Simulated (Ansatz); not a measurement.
One change: `[OH][Al]([OH])[SeH]` becomes `C#[C][Al]([OH])[OH]`.

Ansatz, PBE0-D4/def2-TZVP geometries, multiplicity 1. Each molecule was computed in one conformer, which needn't be the lowest.

Scalar relativity is left out up to krypton.

| property | `[OH][Al]([OH])[SeH]` |
| --- | --- |
| HOMO energy (B3LYP/def2-TZVPP) / eV | -7.13 |
| ideal-gas entropy at 298 K and 1 bar (rigid rotor, harmonic PBE0-D4/def2-TZVP) / J/(mol·K) | 349 |
| LUMO energy (B3LYP/def2-TZVPP) / eV | -0.93 |
| zero-point energy (PBE0-D4/def2-TZVP) / kJ/mol | 93.5 |
| HOMO–LUMO gap (B3LYP/def2-TZVPP) / eV | 6.20 |
| size of the dipole moment (ωB97M-V/def2-TZVPP) / D | 1.33 |

Q: Give the same properties after the change, and the shifts. (Best estimate.)

A: Computed: 
```json
{"property": "HOMO energy (B3LYP/def2-TZVPP) / eV", "`C#[C][Al]([OH])[OH]`": "-8.04", "shift": "-0.91"}
{"property": "ideal-gas entropy at 298 K and 1 bar (rigid rotor, harmonic PBE0-D4/def2-TZVP) / J/(mol·K)", "`C#[C][Al]([OH])[OH]`": "338", "shift": "-11"}
{"property": "LUMO energy (B3LYP/def2-TZVPP) / eV", "`C#[C][Al]([OH])[OH]`": "-0.86", "shift": "0.07"}
{"property": "zero-point energy (PBE0-D4/def2-TZVP) / kJ/mol", "`C#[C][Al]([OH])[OH]`": "122.1", "shift": "28.6"}
{"property": "HOMO–LUMO gap (B3LYP/def2-TZVPP) / eV", "`C#[C][Al]([OH])[OH]`": "7.17", "shift": "0.97"}
{"property": "size of the dipole moment (ωB97M-V/def2-TZVPP) / D", "`C#[C][Al]([OH])[OH]`": "1.30", "shift": "-0.03"}
```

The zero-point energy changes by 28.6 kJ/mol with +3 modes. Dipoles are sizes alone; their direction can turn.

B3LYP here is the variant with VWN-RPA as its local correlation; programs differ in this.

Spin–orbit coupling is left out; it splits and shifts lone-pair levels of the heavy atoms by tenths of an eV.
